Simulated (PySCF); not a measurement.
**A small calculation by hand: chemical shift, span and skew from a shielding tensor**

vinylidene fluoride (C2H2F2), SMILES C=C(F)F. Atoms are numbered in the order given.

```xyz
6

C      0.0000     0.0000     1.3819
C      0.0000     0.0000     0.0582
F      0.0000     1.0734    -0.6934
F      0.0000    -1.0734    -0.6934
H      0.0000    -0.9458     1.9200
H      0.0000     0.9458     1.9200
```
Charge 0, spin multiplicity 1.

Geometry: PBE0-D3(BJ)/def2-SVP.

GIAO shieldings from HF/pcSseg-2 in PySCF, non-relativistic, no solvent. The symmetric part of the tensor of C1 has the principal values 46.7, 146.7, 174.7 ppm. The same nucleus in TMS has σ = 193.3 ppm at this level (PySCF, at its B3LYP-D3(BJ)/def2-TZVP geometry).

Q: Work out the isotropic shielding, the ¹³C shift against TMS, the span and the skew.

A: 
σ(iso) = (σ11 + σ22 + σ33)/3 = 122.7 ppm. δ = σ(ref) − σ(iso) = 193.3 − (122.7) = 70.6 ppm.
Span Ω = σ33 − σ11 = 128.0 ppm. Skew κ = 3(σ(iso) − σ22)/Ω = -0.56. Tumbling in solution averages the tensor to δ; in a static solid the shielding alone would spread this spin-1/2 line over Ω.
